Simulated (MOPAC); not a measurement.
MOPAC input (PM7):

```
PM7 1SCF CHARGE=1 GEO-OK AUX(PRECISION=9) THREADS=1
BF2

F    -0.00000000 1   -0.00000000 1   -1.22923556 1
B     0.00000000 1    0.00000000 1    0.00000000 1
F     0.00000000 1    0.00000000 1    1.22923556 1
```

Output:

```
 *******************************************************************************
 **                                                                           **
 **                              MOPAC v23.2.5                                **
 **                                                                           **
 *******************************************************************************
 ** MOPAC's Digital Object Identifier: https://doi.org/10.5281/zenodo.6511958 **
 **                                                                           **
 ** Please cite the open-source release paper for use of this MOPAC version:  **
 ** J. E. Moussa and J. J. P. Stewart (2026)                                  **
 ** MOPAC: An open-source semiempirical molecular orbital program             **
 ** J. Open Source Softw., 11(119), 8025, https://doi.org/10.21105/joss.08025 **
 *******************************************************************************

                              PM7 CALCULATION RESULTS

 *******************************************************************************
 *  PM7        - The PM7 Hamiltonian to be used
 *  GEO-OK     - OVERRIDE INTERATOMIC DISTANCE AND OTHER SAFETY CHECKS
 *
 *
 *
 *                 CHARGE ON SYSTEM = +1
 *
 *
 *
 *  1SCF       - DO 1 SCF AND THEN STOP
 *  AUX        - OUTPUT AUXILIARY INFORMATION
 *******************************************************************************
PM7 1SCF CHARGE=1 GEO-OK AUX(PRECISION=9) THREADS=1
 BF2

   ATOM   CHEMICAL          X               Y               Z
  NUMBER   SYMBOL      (ANGSTROMS)     (ANGSTROMS)     (ANGSTROMS)

     1       F         -0.00000000  *  -0.00000000  *  -1.22923556  *
     2       B          0.00000000  *   0.00000000  *   0.00000000  *
     3       F          0.00000000  *   0.00000000  *   1.22923556  *

          CARTESIAN COORDINATES

    NO.       ATOM           X           Y           Z

     1         F         -0.0000     -0.0000     -1.2292
     2         B          0.0000      0.0000      0.0000
     3         F          0.0000      0.0000      1.2292

 General Reference for PM7:
 "Optimization of Parameters for Semiempirical Methods VI: More Modifications to the
 NDDO Approximations and Re-optimization of Parameters", J. J. P. Stewart, J. Mol. Mod., 1:32, 19 (2013)
 https://link.springer.com/article/10.1007/s00894-012-1667-x

           Empirical Formula: F2 B  =     3 atoms

      MOLECULAR POINT GROUP   :   D*h

      RHF CALCULATION, NO. OF DOUBLY OCCUPIED LEVELS = 8

 -------------------------------------------------------------------------------
 PM7 1SCF CHARGE=1 GEO-OK AUX(PRECISION=9) THREADS=1
 BF2

     1SCF WAS SPECIFIED, SO BFGS WAS NOT USED
     SCF FIELD WAS ACHIEVED

                              PM7 CALCULATION
                                                       MOPAC v23.2.5 Linux

          FINAL HEAT OF FORMATION =         47.02978 KCAL/MOL =     196.77261 KJ/MOL

          COSMO AREA              =         68.48 SQUARE ANGSTROMS
          COSMO VOLUME            =         50.16 CUBIC ANGSTROMS

          IONIZATION POTENTIAL    =         22.662352 EV
          HOMO LUMO ENERGIES (EV) =        -22.662 -7.233
          NO. OF FILLED LEVELS    =          8
          MOLECULAR WEIGHT        =         48.8068         POINT GROUP:  D*h

          MOLECULAR DIMENSIONS (Angstroms)

            Atom       Atom       Distance
            F     3    F     1     2.45847
            F     3    F     1     0.00000
            F     1    B     2     0.00000

          SCF CALCULATIONS        =          1

   ATOM   CHEMICAL          X               Y               Z
  NUMBER   SYMBOL      (ANGSTROMS)     (ANGSTROMS)     (ANGSTROMS)

     1       F         -0.00000000  *  -0.00000000  *  -1.22923556  *
     2       B          0.00000000  *   0.00000000  *   0.00000000  *
     3       F          0.00000000  *   0.00000000  *   1.22923556  *

                             CARTESIAN COORDINATES

   1    F       -0.000000000    -0.000000000    -1.229235560
   2    B        0.000000000     0.000000000     0.000000000
   3    F        0.000000000     0.000000000     1.229235560

           Empirical Formula: F2 B  =     3 atoms

      MOLECULAR POINT GROUP   :   D*h

                  EIGENVALUES
 -50.10109 -48.38554 -24.83141 -24.28022 -24.28022 -23.90481 -22.66235 -22.66235
  -7.23252  -7.23252  -5.47244  -3.06802

              NET ATOMIC CHARGES AND DIPOLE CONTRIBUTIONS

  ATOM NO.   TYPE          CHARGE      No. of ELECS.   s-Pop       p-Pop
    1          F          -0.102649        7.1026     1.93180     5.17085
    2          B           1.205298        1.7947     0.66996     1.12474
    3          F          -0.102649        7.1026     1.93180     5.17085
 DIPOLE           X         Y         Z       TOTAL
 POINT-CHG.     0.000     0.000     0.000     0.000
 HYBRID         0.000     0.000    -0.000     0.000
 SUM            0.000     0.000     0.000     0.000

          ATOMIC ORBITAL ELECTRON POPULATIONS

     Atom    s        px        py        pz
    1  F   1.93180   1.86365   1.86365   1.44354
    2  B   0.66996   0.27269   0.27269   0.57935
    3  F   1.93180   1.86365   1.86365   1.44354

 **********************
 *                    *
 * JOB ENDED NORMALLY *
 *                    *
 **********************

 == MOPAC DONE ==
```

The dipole moment of an ion depends on the origin.
